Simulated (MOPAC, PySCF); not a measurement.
C3H9B, SMILES `CC(B)C`, neutral singlet in the gas phase. 

Cartesian coordinates (Å):
SMILES: CC(C)B
```xyz
13

B     -0.4165     1.5533     0.2526
C     -0.0727     0.1308    -0.2679
C     -1.0335    -0.9854     0.1451
C      1.3892    -0.2982    -0.1330
H      0.4235     2.3991     0.2989
H     -1.5417     1.8417     0.5245
H     -0.2560     0.3417    -1.3446
H     -0.8492    -1.9003    -0.4219
H     -2.0737    -0.6943    -0.0030
H     -0.9040    -1.2266     1.2024
H      1.5922    -1.2077    -0.7023
H      1.6288    -0.5086     0.9117
H      2.0693     0.4809    -0.4781
```
Charge 0, multiplicity 1.

All levels are single points at this geometry (M06-2X/def2-TZVP); Pople sets use spherical d functions. Orbital energies aren't observables, and empty levels follow the basis.

PM6 in MOPAC gives HOMO (eV) = -10.51.

Estimate the HOMO (eV) from each of these levels: B3LYP-D3(BJ)/def2-TZVP in PySCF; M06-2X/def2-TZVP in PySCF; PBE-D3(BJ)/def2-TZVP in PySCF; B3LYP/3-21G in PySCF; B3LYP/6-311+G** in PySCF; M06-2X/6-31G* in PySCF; SVWN5/6-31G* in PySCF; HF/3-21G in PySCF; HF/6-31G* in PySCF; HF/STO-3G in PySCF; PM3 in MOPAC; PM7 in MOPAC.


```csv
level,HOMO (eV)
B3LYP-D3(BJ)/def2-TZVP in PySCF,-8.19
M06-2X/def2-TZVP in PySCF,-9.60
PBE-D3(BJ)/def2-TZVP in PySCF,-7.03
B3LYP/3-21G in PySCF,-8.02
B3LYP/6-311+G** in PySCF,-8.20
M06-2X/6-31G* in PySCF,-9.49
SVWN5/6-31G* in PySCF,-6.82
HF/3-21G in PySCF,-11.59
HF/6-31G* in PySCF,-11.63
HF/STO-3G in PySCF,-10.51
PM3 in MOPAC,-11.44
PM7 in MOPAC,-10.55
```
